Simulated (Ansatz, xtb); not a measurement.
# Isomers of ClH3SeSi2+ in order of energy

9 gas-phase structures of ClH3SeSi2+, found in a search over its isomers (lower ones may exist). Each was relaxed with GFN2-xTB; where two conformers were screened, the lower at r2SCAN-D4/def2-SVP is listed:

A. the doublet with the links of `[SiH2+][Si@H](Cl)[Se]`
B. the doublet with the links of `[SiH3]/[Se+]=[Si]\Cl`
C. a doublet given by its coordinates
D. the doublet with the links of `[SiH2]/[Se+]=[SiH]/Cl`
E. the doublet with the links of `[SiH3][Si+](Cl)[Se]`
F. the doublet with the links of `[H]/[Si]=[Se+]\[SiH2]Cl`
G. the doublet with the links of `Cl[SiH2][SiH+][Se]`
H. the doublet with the links of `Cl[SiH+][SiH2][Se]`
I. a doublet given by its coordinates

C (Å):

```xyz
7

Cl   -4.8934    0.5527    4.4983
Se   -2.9054    0.8094    1.4179
Si   -0.5810    0.2949    0.7725
Si   -3.1800    0.3421    3.5670
H     0.1839    1.2240    1.5975
H    -0.6608    0.5952   -0.6512
H    -0.4665   -1.1128    1.1424
```

Close contacts (Å): Cl1–Si4 1.96, Se2–Si3 2.47, Se2–Si4 2.22, Si3–H5 1.46, Si3–H6 1.46, Si3–H7 1.46.

I (Å):

```xyz
7

Cl   -3.1637   -0.9804    1.0478
Se   -0.1913   -0.8474   -4.0578
Si   -1.6690   -0.5388   -2.3983
Si   -1.8113   -1.4314   -0.3093
H    -2.2567    0.7746   -2.6548
H    -0.0328   -2.2783   -3.9031
H    -1.1566   -2.7157   -0.0804
```

Close contacts (Å): Cl1–Si4 1.97, Se2–Si3 2.24, Si3–Si4 2.28, Se2–H6 1.45, Si3–H5 1.46, Si4–H7 1.46.

Estimate their order in r2SCAN-D4/def2-SVP energy at these geometries, lowest first.

Calculated order at r2SCAN-D4/def2-SVP: C (0.0), B (10.4), D (25.6), E (32.1), I (34.0), G (45.2), F (50.2), H (77.1), A (109.6) kJ/mol. Less than 1 kcal/mol parts E and I, so the order within that pair means little.

Energies above the lowest of each column, in kJ/mol; the last columns are at PBE0-D3(BJ)/pcseg-1 geometries and were run for some of them only (a dash: not run or not comparable):

| structure | GFN2-xTB | HF/STO-3G | r2SCAN-D4/def2-SVP | PBE0-D3(BJ)/pcseg-1 | CCSD(T)/def2-SVP + ΔMP2/def2-TZVPP |
| --- | --- | --- | --- | --- | --- |
| C | 0.0 | 0.0 | 0.0 | 0.0 | 0.0 |
| B | 14.8 | 23.6 | 10.4 | 6.3 | 7.4 |
| D | 29.1 | 70.2 | 25.6 | – | – |
| E | 20.5 | 35.4 | 32.1 | – | – |
| I | 76.3 | 121.5 | 34.0 | – | – |
| G | 16.0 | 48.9 | 45.2 | – | – |
| F | 23.9 | 82.3 | 50.2 | – | – |
| H | 50.6 | 42.3 | 77.1 | – | – |
| A | 80.3 | 67.0 | 109.6 | – | – |

Every level run on C puts it lowest or level with the lowest. Some further structures that were screened fall inside this span and aren't listed. Flexible structures stand in one conformer each, not always the lowest. Frequencies (PBE0-D3(BJ)/pcseg-1) were run for B, C alone. Open shells are spin-unrestricted. ΔMP2 is the change of the MP2 energy from the smaller to the larger basis.

Over these structures GFN2-xTB departs from r2SCAN-D4/def2-SVP by 18.3 kJ/mol on average once a common shift is removed. A GFN2-xTB relaxation took about 0.11 s and the r2SCAN-D4/def2-SVP energy about 2.4 s on a shared host (Ansatz 0.2.0, xtb 6.7.1).
